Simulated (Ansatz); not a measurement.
Input for Ansatz (development build ahead of 0.2.0):

```yaml
crystal:
  periodic: [false, false, false]
  atoms:
    - { symbol: Be, position_ang: [0.0, 0.0, 0.0] }
    - { symbol: Al, position_ang: [1.26703, 1.68938, 3.65761] }
basis:
  gaussian: { orbitals: "6-31G" }
total_charge: 1
magnetization:
  initial_magnetization: 2
hamiltonian:
  xc: hf
correlation:
  method: fci
  frozen_orbitals: { Al: 5, Be: 0 }
```

The input is written out in the form of the current development build from the run's settings.

The run gave:

```
Converged    : yes
Total energy : -256.21738 hartree
State        : lowest triplet root, of any spatial symmetry
```
